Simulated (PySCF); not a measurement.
A GIAO shielding run with PySCF 2.14 (density fitting, non-relativistic, gas phase) on `C1[C@@H](SCC)C[Si@H](O)C1`, C6H14OSSi:

```
$ OMP_NUM_THREADS=1 python probes_run.py task.json out

{"job": {"kind": "nmr", "xc": "PBE0", "basis": "pcSseg-1"}, "charge": 0, "multiplicity": 1}
C      3.141514    -0.561987     0.182121
C      2.607946     0.771100     0.672005
S      0.869649     0.698021     1.228260
C     -0.018620     0.516954    -0.374975
C     -1.276090     1.380443    -0.335893
C     -2.267669     0.748187     0.645629
Si    -2.003697    -1.134826     0.483570
O     -3.215729    -1.975342    -0.213562
C     -0.444325    -0.930025    -0.597183
H      3.015859    -1.321775     0.950145
H      4.201615    -0.474472    -0.050465
H      2.619136    -0.884856    -0.715982
H      3.156785     1.105839     1.552008
H      2.677396     1.539691    -0.099350
H      0.679639     0.872692    -1.137256
H     -1.706545     1.401284    -1.341767
H     -1.029929     2.405686    -0.053563
H     -2.018102     1.073677     1.654278
H     -3.282043     1.089816     0.444381
H     -1.820473    -1.877198     1.718993
H     -3.589858    -1.724628    -1.054403
H     -0.662851    -1.077461    -1.658263
H      0.361638    -1.613834    -0.342775
```

Hardware: 1 thread of an Arm Neoverse N1, shared host. The job also computes population analyses, field gradients, ring-centre shieldings.

Question: How large is the calculation?

Answer: 88 electrons, 237 basis functions and 1273 auxiliary functions.

Question: How long does it take, and how much memory does it need?

Answer: 110 s of wall time, with 14 SCF cycles and 5 response iterations; peak memory 1.1 GiB. Times on a shared host scatter by some tens of per cent.
